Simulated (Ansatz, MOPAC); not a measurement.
Pair of molecules: HCl (SMILES Cl) (first 2 atoms) with Cl2 (SMILES ClCl); geometry from B3LYP-D3(BJ)/def2-TZVP.
(charge 0, multiplicity 1):
```xyz
4

Cl     0.4244    -0.5667    -0.3320
H      0.0109     0.6297    -0.5413
Cl    -0.1810     0.5621     4.7274
Cl     0.0851     0.0323     2.7940
```

Interaction energies are E(AB) − E(A) − E(B) at the monomers' geometry in the complex; basis-set methods are counterpoise corrected.

The state that PM6, PM7 reach isn't checked; PM7 holds dispersion and hydrogen-bond terms.

The values were computed with Ansatz (Gaussian orbitals); MOPAC for PM6, PM7 (differences of heats of formation). Each number belongs to the level named beside it.

One of these levels gives 0.15 kcal/mol for the interaction energy. Name it.
A) PM7
B) CAM-B3LYP/def2-TZVPPD
C) PBE/def2-TZVPPD
D) PM6

D, PM6. The others give -1.18 (PM7), -1.56 (PBE/def2-TZVPPD), -0.78 (CAM-B3LYP/def2-TZVPPD)

Ansatz is an electronic-structure program.
